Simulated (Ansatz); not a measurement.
C4H2F4 can be A, `F/C=C(/F)C=C(F)F`, or B, `FC1(F)C=CC1(F)F`.

Gas-phase electronic energies from Ansatz, PBE0-D4/def2-TZVP geometries. CCSD(T)/CBS adds triple-zeta CCSD(T) − MP2 to the extrapolated MP2 energy (def2 sets, frozen cores). DFT in def2-TZVPP. B3LYP here is the variant with VWN-RPA as its local correlation; programs differ in this. Each species was taken in one conformer, which may not be the lowest.

Which is lower in electronic energy at CCSD(T)/CBS, and by how much? (Estimate.)

Computed: B, by 9.1 kcal/mol.

Give E(B) − E(A) in kcal/mol with PBE-D4, B3LYP, ωB97M-V, CCSD(T)/def2-SVP, BLYP-D4, B2PLYP, HF/def2-TZVPP. (An estimate is asked.)

Computed: PBE-D4 -2.7, B3LYP -0.6, ωB97M-V -8.4, CCSD(T)/def2-SVP -6.1, BLYP-D4 2.1, B2PLYP -4.1, HF/def2-TZVPP -8.0. The order is the other way round with BLYP-D4.

Does the order hold for the free energy at 298.15 K (harmonic terms from PBE0-D4)? (Best estimate.)

The calculation gave: Yes: G(B) − G(A) = -7.1 kcal/mol, for one conformer each. Modes under 60 cm⁻¹, often nearly free rotors, make the harmonic entropy too high.

Largest T1 diagnostic: 0.013.

Leaving LDA and LC-ωPBE aside and taking each functional with its dispersion term where it has one, the values, not all of them listed here, spread over 12.1 kcal/mol, from ωB97X-V to BLYP-D4. LDA lies −2.8 kcal/mol from PBE without D4. From PBE to PBE0 (25 % exact exchange), in def2-TZVPP and without D4, E(B) − E(A) moves by −4.1 kcal/mol.
